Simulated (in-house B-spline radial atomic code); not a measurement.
A fraction x of an electron is removed from 3p in Si+, starting from [Ne] 3s2 3p1 and keeping the highest spin. Computed with an all-electron radial atomic-structure program (B-spline basis): scalar-relativistic (X2C) wB97X, spin-polarised, spherical fractional occupations, Fermi nucleus of rms radius 3.1224 fm.

Caution: exact exchange at fractional occupations of open shells leaves self-interaction of up to several eV.

| x | E(x) - E(0) (eV) | 3p up level (eV) |
| --- | --- | --- |
| 0 | 0.0000 | -10.961 |
| 0.02 | 0.2203 | -11.073 |
| 0.25 | 2.9173 | -12.384 |
| 0.38 | 4.5763 | -13.140 |
| 0.5 | 6.1955 | -13.849 |
| 0.54 | 6.7543 | -14.088 |
| 0.65 | 8.3404 | -14.753 |
| 0.78 | 10.3103 | -15.555 |
| 0.94 | 12.8798 | -16.569 |
| 1 | 13.8855 | - |

The exact functional would give a straight line between the two integer points. Deviations E(x) - E(0) - x[E(1) - E(0)], in eV: -0.057 at x = 0.02, -0.554 at x = 0.25, -0.7 at x = 0.38, -0.747 at x = 0.5, -0.744 at x = 0.54, -0.685 at x = 0.65, -0.52 at x = 0.78, -0.173 at x = 0.94.

The curve lies below the straight line by up to 0.747 eV (at x = 0.5): convex, the delocalisation error, to which spherically averaged exact exchange adds.

**Question.** How well does Slater's transition state (minus the level at half occupation) give the ionisation energy?

**Answer.** It gives 13.849 eV against 13.886 eV from the two total energies; NIST lists 16.35 eV, ground level to ground level. The end point has an open shell averaged over its orbitals, so its exact exchange keeps a self-interaction and this is no true integer point.
